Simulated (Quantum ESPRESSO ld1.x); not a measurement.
The numbers below are computed, except where a source is named.
Q: These are the eigenvalues of the occupied orbitals of an atom or ion with whole-number occupations (eV). Code: ld1.x of Quantum ESPRESSO 7.5. Model: non-relativistic Kohn-Sham, PW91, spin-unpolarised, spherical densities, point nucleus.

1s: -118.025
2s: -13.7243

Which element is it, and in what charge state? The configuration may be excited.

A: Z = 4, beryllium, charge +1: Be+ in [He] 2s1. The 1s level, -4.3373 hartree, gives Z - s = 2.9 by -(Z - s)^2/2, which with screening narrows Z to a few neighbours, and the depths must fix Z and the occupations together.
